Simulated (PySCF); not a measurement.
Harmonic spectrum computed at PBE0 in the def2-TZVP basis family (core potentials from Rb on, PySCF, no spin–orbit coupling):

```json
{"symmetry": "a", "ω (cm⁻¹)": "496", "IR (km/mol)": "85.2"}
{"symmetry": "a", "ω (cm⁻¹)": "806", "IR (km/mol)": "64.5"}
{"symmetry": "a", "ω (cm⁻¹)": "1033", "IR (km/mol)": "2.4"}
{"symmetry": "a", "ω (cm⁻¹)": "1199", "IR (km/mol)": "41.8"}
{"symmetry": "a", "ω (cm⁻¹)": "2638", "IR (km/mol)": "14.2"}
{"symmetry": "a", "ω (cm⁻¹)": "3832", "IR (km/mol)": "78.7"}
```

**Question.** Which molecule gave it? In each, all ligands are bound to the one heavy central atom.
A. HTi(OH) (triplet)
B. HSn(OH) (singlet)
C. HP(OH) (doublet)
D. HSi(OH) (singlet)
E. HS(OH) (singlet)

**Answer.** E. It has C1 symmetry with O–H 0.963 Å, S–H 1.350 Å, S–O 1.657 Å.
